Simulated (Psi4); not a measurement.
H3FGeSe3 (SMILES [F][Ge]([SeH])([SeH])[SeH]), singlet, geometry from GFN2-xTB; Psi4 1.11 with PBE0/6-311G**.

Here is a job for Psi4.
```
memory 2 GB

molecule {
0 1
  F    -1.61349509    1.21520686    0.53379206
  Ge   -0.23699804    0.17845592    0.07832942
  Se   -1.13540302   -1.13504779   -1.75037667
  Se    1.46608172    1.78736815   -0.54423551
  Se    0.20678036   -1.05722556    2.11619387
  H     0.11028801   -1.86451552   -1.87766743
  H     2.39747593    0.72325235   -0.86107577
  H     1.32402066   -1.73941149    1.49429629
}

set basis 6-311g**

energy('pbe0')
print_variables()
```

Output, abridged:

```
   => Loading Basis Set <=

    Name: 6-311G**
    Role: ORBITAL
    Keyword: BASIS

         ---------------------------------------------------------
                                   SCF
               by Justin Turney, Rob Parrish, Andy Simmonett
                          and Daniel G. A. Smith
                              RKS Reference
         ---------------------------------------------------------

  ==> Geometry <==

    Molecular point group: c1
    Full point group: C1

    Geometry (in Angstrom), charge = 0, multiplicity = 1:

       Center              X                  Y                   Z               Mass
    ------------   -----------------  -----------------  -----------------  -----------------
         F           -1.609445619577     1.212177808131     0.532544954147    18.998403162730
         GE          -0.232948569577     0.175426868131     0.077082314147    73.921177761000
         SE          -1.131353549577    -1.138076841869    -1.751623775853    79.916521800000
         SE           1.470131190423     1.784339098131    -0.545482615853    79.916521800000
         SE           0.210829830423    -1.060254611869     2.114946764147    79.916521800000
         H            0.114337480423    -1.867544571869    -1.878914535853     1.007825032230
         H            2.401525400423     0.720223298131    -0.862322875853     1.007825032230
         H            1.328070130423    -1.742440541869     1.493049184147     1.007825032230

  Running in c1 symmetry.

  Rotational constants: A =      0.02142  B =      0.02141  C =      0.01247 [cm^-1]
  Rotational constants: A =    642.21801  B =    641.83456  C =    373.72756 [MHz]
  Nuclear repulsion = 1478.144175882527406

  Charge       = 0
  Multiplicity = 1
  Electrons    = 146
  Nalpha       = 73
  Nbeta        = 73

  ==> Algorithm <==

  SCF Algorithm Type is DF.
  DIIS enabled.
  MOM disabled.
  Fractional occupation disabled.
  Guess Type is SAD.
  Energy threshold   = 1.00e-06
  Density threshold  = 1.00e-06
  Integral threshold = 1.00e-12

  ==> Primary Basis <==

  Basis Set: 6-311G**
    Blend: 6-311G**
    Number of shells: 92
    Number of basis functions: 212
    Number of Cartesian functions: 225
    Spherical Harmonics?: true
    Max angular momentum: 2

  ==> DFT Potential <==

   => LibXC <=

    Version 7.1.2
    S. Lehtola, C. Steigemann, M. J. T. Oliveira, and M. A. L. Marques,  SoftwareX 7, 1–5 (2018) (10.1016/j.softx.2017.11.002)

   => Composite Functional: PBE0 <=

    PBE0 Hyb-GGA Exchange-Correlation Functional

    C. Adamo and V. Barone,  J. Chem. Phys. 110, 6158 (1999) (10.1063/1.478522)
    M. Ernzerhof and G. E. Scuseria,  J. Chem. Phys. 110, 5029 (1999) (10.1063/1.478401)

    Deriv               =              1
    GGA                 =           TRUE
    Meta                =          FALSE

    Exchange Hybrid     =           TRUE
    MP2 Hybrid          =          FALSE

   => Exchange Functionals <=

    0.7500   Perdew, Burke & Ernzerhof

   => Exact (HF) Exchange <=

    0.2500               HF

   => Correlation Functionals <=

    1.0000   Perdew, Burke & Ernzerhof

   => LibXC Density Thresholds  <==

    XC_HYB_GGA_XC_PBEH:  1.00E-15

   => Molecular Quadrature <=

    Radial Scheme          =       TREUTLER
    Pruning Scheme         =           NONE
    Nuclear Scheme         =       TREUTLER

    Blocking Scheme        =         OCTREE
    BS radius alpha        =              1
    Pruning alpha          =              1
    Radial Points          =             75
    Spherical Points       =            302
    Total Points           =         171687
    Total Blocks           =           1353
    Max Points             =            256
    Max Functions          =            156
    Weights Tolerance      =       1.00E-15

   => Loading Basis Set <=

    Name: (6-311G** AUX)
    Role: JKFIT
    Keyword: DF_BASIS_SCF

  ==> Integral Setup <==

  SCF_SUBTYPE=INCORE selected. In-core MEM_DF algorithm will be used.
  Using in-core AOs.

  ==> MemDFJK: Density-Fitted J/K Matrices <==

    J tasked:                   Yes
    K tasked:                   Yes
    wK tasked:                   No
    Algorithm:                 Core
    Schwarz Cutoff:           1E-12
    Mask sparsity (%):      24.0967
    Fitting Condition:        1E-10

   => Auxiliary Basis Set <=

  Basis Set: (6-311G** AUX)
    Blend: CC-PVTZ-JKFIT
    Number of shells: 259
    Number of basis functions: 997
    Number of Cartesian functions: 1277
    Spherical Harmonics?: true
    Max angular momentum: 4

  Minimum eigenvalue in the overlap matrix is 7.4458546594E-03.
  Reciprocal condition number of the overlap matrix is 1.5040808030E-03.
    Using symmetric orthogonalization.

  ==> Pre-Iterations <==

  SCF Guess: Superposition of Atomic Densities via on-the-fly atomic UHF (no occupation information).

   -------------------------
    Irrep   Nso     Nmo
   -------------------------
     A        212     212
   -------------------------
    Total     212     212
   -------------------------

  ==> Iterations <==

                           Total Energy        Delta E     RMS |[F,P]|

   @DF-RKS iter SAD: -9370.98872415009828   -9.37099e+03   0.00000e+00
   @DF-RKS iter   1: -9378.23077603891761   -7.24205e+00   2.71564e-02 ADIIS/DIIS
   @DF-RKS iter   2: -9375.31290077166341    2.91788e+00   3.70676e-02 ADIIS/DIIS
   @DF-RKS iter   3: -9381.99136500341956   -6.67846e+00   4.08829e-03 ADIIS/DIIS
   @DF-RKS iter   4: -9382.06025287349257   -6.88879e-02   2.00598e-03 ADIIS/DIIS
   @DF-RKS iter   5: -9382.09607554019567   -3.58227e-02   3.49566e-04 ADIIS/DIIS
   @DF-RKS iter   6: -9382.09884268238056   -2.76714e-03   7.72030e-05 DIIS
   @DF-RKS iter   7: -9382.09889465868036   -5.19763e-05   3.90403e-05 DIIS
   @DF-RKS iter   8: -9382.09892684081751   -3.21821e-05   2.37978e-06 DIIS
   @DF-RKS iter   9: -9382.09892693216352   -9.13460e-08   8.35260e-07 DIIS
  Energy and wave function converged.

  ==> Post-Iterations <==

   Electrons on quadrature grid:
      Ntotal   =  146.0000080675 ; deviation = 8.067e-06

    Orbital Energies [Eh]
    ---------------------

    Doubly Occupied:

[...]
      73A     -0.261330

    Virtual:

[...]
     212A    960.840462

    Final Occupation by Irrep:
              A
    DOCC [    73 ]
    NA   [    73 ]
    NB   [    73 ]

  @DF-RKS Final Energy: -9382.09892693216352

   => Energetics <=

    Nuclear Repulsion Energy =           1478.1441758825274064
    One-Electron Energy =              -16018.7857325248078268
    Two-Electron Energy =                5423.3217605051859209
    DFT Exchange-Correlation Energy =    -264.7791307950683972
    Empirical Dispersion Energy =           0.0000000000000000
    VV10 Nonlocal Energy =                  0.0000000000000000
    Total Energy =                      -9382.0989269321617030

Computation Completed

Properties will be evaluated at   0.000000,   0.000000,   0.000000 [a0]

Properties computed using the SCF density matrix

 Multipole Moments:

 ------------------------------------------------------------------------------------
     Multipole            Electronic (a.u.)      Nuclear  (a.u.)        Total (a.u.)
 ------------------------------------------------------------------------------------

 L = 1.  Multiply by 2.5417464519 to convert [e a0] to [Debye]
 Dipole X            :          0.0027063            1.1172481            1.1199544
 Dipole Y            :         -0.0068387           -0.8357160           -0.8425547
 Dipole Z            :         -0.0219167           -0.3440755           -0.3659922
 Magnitude           :                                                    1.4484980

 ------------------------------------------------------------------------------------

  Variable Map:
  ----------------------------------------------------------------------------
[...]
  Array Variable Map:
  ----------------------------------------------------------------------------
[...]
[...]
```
